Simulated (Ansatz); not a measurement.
A nudged elastic band was laid between two geometries of Cl3GeH (5 atoms, charge 0, multiplicity 1).

Level of theory: Ansatz 0.2.0, RHF/def2-SVP.

```yaml
movable_images: 7
climbing_image: yes
spring: 5.0 eV/Å²
optimiser: quadratic models (default)
start_path: through a guess of the saddle point
force_threshold: 0.03 eV/Å
iteration_limit: 60
end_points: relaxed
```

Image 0:

```xyz
5
Properties=species:S:1:pos:R:3
Ge 0.177 0.000 0.285
H -0.067 0.000 1.777
Cl 2.273 0.000 -0.129
Cl -0.691 1.734 -0.612
Cl -0.691 -1.734 -0.612
```

Image 8:

```xyz
5
Properties=species:S:1:pos:R:3
Ge -1.221 0.000 0.051
H 1.976 0.000 2.294
Cl 2.153 0.000 1.033
Cl -0.954 1.681 -1.336
Cl -0.954 -1.681 -1.336
```

Question: What changes between the two ends?

Answer: Bonds broken: Ge1–H2, Ge1–Cl3. Bonds formed: H2–Cl3. Cl3GeH becomes Cl2Ge + ClH.

Question: What energy profile does the band end with?

Answer: It converged. The highest image is number 3 of 0 to 8, 3.12 eV above the first end and 1.93 eV above the last; the last end lies 1.18 eV above the first. Neighbouring images differ by up to 1.4 eV, so the band resolves the path poorly. A vibrational analysis at the climbing image gives one clearly imaginary mode, 1559i cm⁻¹: a first-order saddle point. The orbitals stay closed-shell, which can raise the energy where a bond breaks towards radicals; this wasn't checked here.

```tsv
image	path coordinate (Å)	energy (eV)	Ge1–H2 (Å)	Ge1–Cl3 (Å)	H2–Cl3 (Å)
0	0.00	0.00	1.51	2.14	3.02
1	0.45	0.37	1.50	2.16	2.60
2	0.90	1.79	1.50	2.31	2.13
3	1.35	3.12	1.62	2.55	1.70
4	1.76	2.07	1.99	2.76	1.35
5	2.16	1.47	2.49	3.09	1.28
6	2.57	1.28	2.98	3.25	1.27
7	2.97	1.20	3.45	3.31	1.27
8	3.38	1.18	3.91	3.51	1.27
```

Question: What is the geometry of the highest image?

Answer: 
```xyz
5
Properties=species:S:1:pos:R:3
Ge -0.341 0.000 0.373
H 0.848 0.000 1.479
Cl 2.210 0.000 0.459
Cl -0.859 1.711 -0.802
Cl -0.859 -1.711 -0.802
```

The run took 2.9 min on 1 thread of Arm Neoverse V1, on a shared host, peak memory 0.2 GiB.
